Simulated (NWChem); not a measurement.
System: BCl₂F; SMILES ClB(Cl)F

```xyz
4

B      0.0000     0.0000    -0.3489
F      0.0000     0.0000    -1.6596
Cl     1.5210     0.0000     0.5019
Cl    -1.5210     0.0000     0.5019
```
Atoms are numbered in this order, from 1.

Coordinates come from a PBE0/def2-SVP optimisation.

 Unshifted, non-relativistic core excitations; the lowest 4 roots alone, so stronger bands may lie above.

List the first F K-edge excitations from B3LYP/6-311G** (spherical d), restricted-window TDA (NWChem).


```json
[
 {"state": "S1", "energy (eV)": "669.5", "dipole oscillator strength": "0.0143", "leading excitation (squared amplitude)": "1s of atom 2 or its equivalents → LUMO (1.00)"},
 {"state": "S2", "energy (eV)": "672.2", "dipole oscillator strength": "0.0040", "leading excitation (squared amplitude)": "1s of atom 2 or its equivalents → LUMO+1 (0.98)"},
 {"state": "S3", "energy (eV)": "674.4", "dipole oscillator strength": "0.0075", "leading excitation (squared amplitude)": "1s of atom 2 or its equivalents → LUMO+2 (0.98)"},
 {"state": "S4", "energy (eV)": "674.4", "dipole oscillator strength": "0.0021", "leading excitation (squared amplitude)": "1s of atom 2 or its equivalents → LUMO+3 (0.98)"}
]
```
